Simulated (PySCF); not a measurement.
CH7AlGe.

```xyz
10

Al    -1.2585     0.2974    -0.4366
Ge     0.8533    -0.6414     0.4850
H      1.2533    -1.9798    -0.2064
H      2.0835     0.3033     0.3509
H      0.7296    -0.9825     2.0010
H     -2.5836    -0.6093    -0.3698
C     -1.3645     2.0917    -1.2345
H     -2.1158     2.7096    -0.6952
H     -1.7226     2.0251    -2.2854
H     -0.4029     2.6424    -1.2340
```
Charge 0, spin multiplicity 1.

Coordinates come from a PBE-D3(BJ)/def2-SVP optimisation. The structure was generated by enumeration; whether it is a known compound was not checked.

The numbers are results of PySCF with PBE0/pcSseg-1, not measurements. Non-relativistic, no solvent.

Computed absolute GIAO shielding of each atom: isotropic value and principal components (ppm):
```
atom  σ(iso)     σ11     σ22     σ33   span
----  ------  ------  ------  ------  -----
Al1    224.2   100.0   207.4   365.4  265.5
Ge2   1734.7  1707.2  1722.2  1774.7   67.5
H3      27.9    22.2    22.7    38.7   16.5
H4      27.9    22.1    23.0    38.6   16.5
H5      27.9    22.2    22.7    38.7   16.5
H6      25.1    23.3    23.5    28.5    5.2
C7     183.7   166.0   188.7   196.5   30.5
H8      30.9    27.3    27.5    37.9   10.6
H9      30.9    27.3    27.6    37.9   10.6
H10     30.4    26.2    29.2    35.8    9.7
```
